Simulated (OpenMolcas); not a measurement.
# neutral strontium: effect of the level shift or regulariser

```yaml
Program: OpenMolcas
Basis: ANO-RCC-VQZP [8s7p4d2f1g]
Scalar_Hamiltonian: DKH2, point nucleus
Active_space: 2 electrons in 4 orbitals (5s 5p)
State_averaging: 2S+1 = 3 even, 3 roots; 2S+1 = 1 even, 6 roots; 2S+1 = 3 odd, 3 roots; 2S+1 = 1 odd, 3 roots
Spin-orbit_coupling: state interaction with AMFI integrals over the reference wave functions, term energies averaged over their components
```

Methods on the same reference wave functions:
A. CASSCF
B. SS-CASPT2, IPEA 0.25 Eh, imaginary shift 0.1 Eh (closed shells correlated: 4s 4p)
C. SS-CASPT2, IPEA 0.25 Eh, imaginary shift 0.3 Eh (closed shells correlated: 4s 4p)

Energies in cm⁻¹ above 5s² ¹S₀, the measured ground level; measured values from NIST Handbook of Basic Atomic Spectroscopic Data.

| Level | A | B | C | Measured |
| --- | --- | --- | --- | --- |
| 5s² ¹S₀ | 0.0 | 0.0 | 0.0 | 0.0 |
| 5s 5p ³P°₀ | 12241 | 13842 | 13875 | 14318 |
| 5s 5p ³P°₁ | 12375 | 13976 | 14010 | 14504 |
| 5s 5p ³P°₂ | 12646 | 14248 | 14281 | 14899 |
| 5s 5p ¹P°₁ | 25500 | 24017 | 24317 | 21698 |
| 5p² ³P₀ | 35152 | 37715 | 37722 | 35193 |
| 5p² ³P₁ | 35275 | 37838 | 37846 | 35400 |
| 5p² ³P₂ | 35515 | 38016 | 38077 | 35675 |
| 5p² ¹D₂ | 39942 | 38529 | 40054 |  |

Deviations, from unrounded energies. A percentage is the sum of absolute deviations over the sum of measured energies, with the sign that they share, or ± where signs differ.

```json
{"Against measurement": "mean absolute deviation (cm-1)", "Levels": "7", "A": "1500", "B": "1600", "C": "1600"}
{"Against measurement": "other configurations (%)", "Levels": "7", "A": "±6.2", "B": "±6.6", "C": "±6.7"}
```

A lies closest to measurement on these levels and C furthest from it. The largest miss of A in the table is 5s 5p ¹P°₁, by +3800 cm-1. The ranking rests on the paired levels alone, and a cruder setting can come out closer through cancelling errors.

Between B and C the level of the table that moves most is 5p² ¹D₂, by 1500 cm-1 (lowest in B, highest in C).

The lowest spin-free term lies below A's lowest term by 0.227 hartree in B, 0.227 hartree in C.

The ¹D term of p² mixes with s d, which this space lacks. Without dynamic correlation excited terms often stand tens of per cent too high (terms of higher spin than the ground term too low), and those without a measured partner can miss by more than the paired ones (holds for A). Measured partners are found by configuration, term and J. A level has none where our copy of the source lacks it or the pairing is in doubt (some pairs that miss far off the trend of their configuration count as doubtful), and it then counts in no deviation. Levels of configurations outside the active space are missing.

° marks odd parity.
